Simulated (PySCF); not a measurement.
benzenedithiol (C₆H₆S₂), SMILES c1(ccc(cc1)S)S. Geometry optimised at PBE-D3(BJ)/def2-SVP. One conformer was computed; it need not be the lowest.

Computed equilibrium geometry at PBE-D3(BJ)/def2-SVP (PySCF confirms it by a frequency run) as bond lengths and angles, and its point group (one conformer of several):
point group C2v.
Atoms: S1 C2 C3 C4 C5 S6 C7 C8 H9 H10 H11 H12 H13 H14. Bonds (Å): S1–C2 1.777, S1–H9 1.361, C2–C3 1.409, C2–C8 1.412, C3–C4 1.401, C3–H10 1.101, C4–C5 1.409, C4–H11 1.101, C5–S6 1.777, C5–C7 1.412, S6–H12 1.361, C7–C8 1.398, C7–H13 1.101, C8–H14 1.101. Bond angles (°): C2–S1–H9 96.3, S1–C2–C3 123.5, S1–C2–C8 118.0, C3–C2–C8 118.6, C2–C3–C4 120.7, C2–C3–H10 120.2, C4–C3–H10 119.1, C3–C4–C5 120.7, C3–C4–H11 119.1, C5–C4–H11 120.2, C4–C5–S6 123.5, C4–C5–C7 118.6, S6–C5–C7 118.0, C5–S6–H12 96.3, C5–C7–C8 120.7, C5–C7–H13 119.9, C8–C7–H13 119.3, C2–C8–C7 120.7, C2–C8–H14 119.9, C7–C8–H14 119.3.
Charge 0, spin multiplicity 1.
